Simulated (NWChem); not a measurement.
# SiHOBr, singlet; SMILES O[Si]Br

```xyz
4

Si     0.6796     1.1598     0.0000
Br    -0.0668    -0.9944     0.0000
O     -0.8082     1.9550     0.0000
H     -0.7090     2.9278     0.0000
```
Atoms are numbered in this order, from 1.

All runs: NWChem. Low-valent species are run as closed-shell singlets; no triplet was tried in these runs. The geometry was optimised at PBE-D3(BJ)/def2-SVP. Level MN15/def2-SVP: energy and gradient on several grids; changes count from the extra-fine grid, which is no exact limit either.

| grid | size of the energy change (μHa) | largest change of a gradient component (μHa/bohr) |
|---|---|---|
| xcoarse | 20000 | 2000 |
| coarse | 100 | 500 |
| medium | < 10 | 100 |
| fine | < 10 | < 30 |
| xfine | < 10 | < 30 |
